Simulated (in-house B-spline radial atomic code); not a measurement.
A calculation on the scandium ion Sc¹⁹⁺: its settings, and results tabulated from the run. Method: scalar-relativistic (X2C) OLYP, spin-polarised, spherical fractional occupations, Fermi nucleus of rms radius 3.5459 fm. Calculated with an all-electron radial atomic-structure program (B-spline basis).

Command:
```bash
python run_scf.py task.json out
```
Settings (nuclear radius in fm, mass in u):
```
Z                21
configuration    1s2
hamiltonian      x2c
method           optx,lyp
spin_polarised   True
nucleus          fermi
rms_radius       3.5459
atomic_mass      44.95591
speed_of_light   137.035999084
```

Output (hartree, bohr):
```
 radial grid: 57 intervals, B-splines of order 8, outer radius 1.5228 bohr

 iter        energy (Eh)    residual
    1        -430.011857    6.48e-01
    2        -430.423690    2.25e-02
    3        -430.423874    1.09e-02
    4        -430.423918    5.32e-03
    5        -430.423931    1.46e-04
    6        -430.423931    6.43e-07
    7        -430.423931    9.27e-09

 total energy                      -430.42393
 kinetic                             435.4337
 electron-nucleus                   -878.9279
 Hartree                              26.1248
 exchange-correlation                -13.0546

 orbital      occ     eigenvalue          <r>       <r^2>       <1/r>       <r^4>       r_max
 1s up      1.000      -203.8976     0.071989  0.00696024     21.1205 0.000123712     0.04734
 1s down    1.000      -203.8976     0.071989  0.00696024     21.1205 0.000123712     0.04734

 Slater integrals (Eh)
   F0(1s up,1s up)              13.062417
   F0(1s up,1s down)            13.062417
   F0(1s down,1s down)          13.062417
```

Run time, properties included: 0.08 s on 1 thread of Arm Neoverse V1, with other jobs on the host.
